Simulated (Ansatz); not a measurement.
Stretching the Se1–H2 bond in CH4OSe (SMILES CO[SeH]) (multiplicity 1 held, fragments rigid). Energies count from the point at 1.484 Å.
Geometry at that point (charge 0, multiplicity 1):
```tsv
atom	x (Å)	y (Å)	z (Å)
Se	-0.4149	-0.1755	0.5953
H	-1.2102	-1.1283	-0.2177
O	1.0021	-0.0727	-0.5290
C	0.8200	0.7815	-1.6553
H	0.5450	1.7956	-1.3545
H	1.7809	0.8024	-2.1719
H	0.0548	0.3899	-2.3327
```

R- and RO- levels are restricted; in cc, def2 and unpolarised 6-31G sets they are followed outwards from rest. U- levels take the lowest unrestricted solution at each point, which mixes spins at long bonds. Curves can end on different states.

Frozen-core correlation. Filled d and f shells under p-block atoms count as core.

Run with Ansatz (Gaussian orbitals). Each number belongs to the level named beside it.

| level | energy at R = 4.748 Å (eV) |
|---|---|
| R-HF/cc-pVTZ | 7.242 |
| U-HF/cc-pVTZ | 2.338 |
| U-PBE/cc-pVTZ | 3.083 |
| R-B3LYP/cc-pVTZ | 4.893 |
| U-B3LYP/cc-pVTZ | 3.161 |
| R-wB97X-V/cc-pVTZ | [?] |
| R-MP2/cc-pVTZ | [?] |
| U-MP2/cc-pVTZ | 3.151 |
| U-CCSD(T)/cc-pVTZ | 3.199 |

Problem. What belongs in the gaps?

Solution. 
- R-wB97X-V/cc-pVTZ, energy at R = 4.748 Å (eV): 6.409
- R-MP2/cc-pVTZ, energy at R = 4.748 Å (eV): 3.904

Doubts at one or more of the structures used: a restricted determinant that unrestricted orbitals would lower (R-HF/cc-pVTZ, R-B3LYP/cc-pVTZ, R-wB97X-V/cc-pVTZ, R-MP2/cc-pVTZ); a spin-contaminated determinant (U-HF/cc-pVTZ, U-PBE/cc-pVTZ, U-B3LYP/cc-pVTZ, U-MP2/cc-pVTZ, U-CCSD(T)/cc-pVTZ).

Ansatz is a quantum-chemistry and plane-wave program.
